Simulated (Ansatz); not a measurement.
Job for Ansatz (a quantum-chemistry and plane-wave program): U-PBE/def2-TZVPP on BAs+, 2S+1 = 2, a spin state set in the input, which need not be the lowest, a point of a bond scan (R = 1.987 Å). Charge +1.

Ansatz 0.2 input:
```yaml
crystal:
  periodic: [false, false, false]
  atoms:
    - {symbol: B, position_ang: [0.00000000, 0.00000000, 0.00000000]}
    - {symbol: As, position_ang: [0.00000000, 0.00000000, 1.98667300]}
basis:
  gaussian:
    orbitals: def2-TZVPP
    pivot_positions_ang: [[0.00000000, 0.00000000, 0.00000000], [0.00000000, 0.00000000, 1.98667300]]
hamiltonian:
  xc: {name: PBE}
total_charge: 1
magnetization: {spin_polarized: true, initial_magnetization: 1}
output: {forces: true, orbitals: {seedname: ./end}}
```

Program output:

```
WARN ansatz: RAYON_NUM_THREADS=1 ignored (pool sized by the plan → 1); use --threads N
Functional definition: PBE
integrals: 0.01 GiB planned
542 factors; their error is unknown
mean field: 0.19 GiB planned
mean field evaluation 1: about -61491.2197 eV, gradient 1.6e1 eV
mean field evaluation 2: about -61487.4861 eV, gradient 2.3e1 eV
mean field evaluation 4: about -61493.1968 eV, gradient 3.9e0 eV
mean field evaluation 8: about -61493.1968 eV, gradient 3.9e0 eV
mean field evaluation 16: about -61494.1124 eV, gradient 1.0e0 eV
mean field evaluation 32: about -61494.1267 eV, gradient 7.8e-2 eV
mean field evaluation 64: about -61493.3377 eV, gradient 7.0e-2 eV
mean field -61494.12667983 eV, -2259.8674732676 hartree, gradient 1.4e-6 eV, S^2 1.758791; 8 other end points of the search recorded, 0 dependent functions left out
the calculation of the forces begins
reference -61494.12671346 eV, -2259.8674745036 hartree; 19, 18 occupied and 60, 61 virtual orbitals, 542 factors
Total energy: -61494.12671346 eV, -2259.8674745036 hartree
Atom 0 at     0.000000     0.000000     0.000000 Å, force    -0.000000    -0.000000    -0.107307 eV/Å
Atom 1 at     0.000000     0.000000     1.986673 Å, force     0.000000     0.000000     0.107307 eV/Å
Dipole moment:    -0.000000     0.000000    -0.475232 e Å
```

Self-consistency was reached. Its determinant has ⟨S²⟩ = 1.76, a mixture of spin states.

Cost: around 7 core-seconds (rough).
